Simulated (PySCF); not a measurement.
# Radial density of N²⁺ (nitrogen, charge +2)

UHF, [He] 2s1 2p1 3d1, one real determinant (an excited configuration). All numbers are calculated (PySCF 2.14, scalar relativity by spin-free X2C-1e, in aug-cc-pCVTZ-DK with one added diffuse shell each of s, p, d, f type (8s7p5d3f, 75 functions)).

```csv
r (bohr),4πr²ρ (e/bohr),4πr²(ρα − ρβ)
0.00424,0.04516,0.0017
0.00713,0.1223,0.0045
0.0120,0.3182,0.0116
0.0202,0.7977,0.0290
0.0339,1.853,0.0667
0.0571,3.797,0.1338
0.0960,6.269,0.2096
0.161,7.278,0.2193
0.272,4.820,0.2019
0.457,1.915,0.7483
0.768,1.888,1.8267
1.29,1.369,1.3688
2.17,0.4583,0.4583
3.66,0.2651,0.2651
6.15,0.02770,0.0277
10.3,0.0003718,0.0004
```

Densities and radii are taken from the X2C orbitals without a picture-change correction, which distorts them close to the nucleus.

⟨L²⟩ = 8.01 against 12 for a pure F term, so this real determinant mixes terms. The outer electron is Rydberg-like, and this basis confines it to a smaller radius and binds it less than a complete one would.
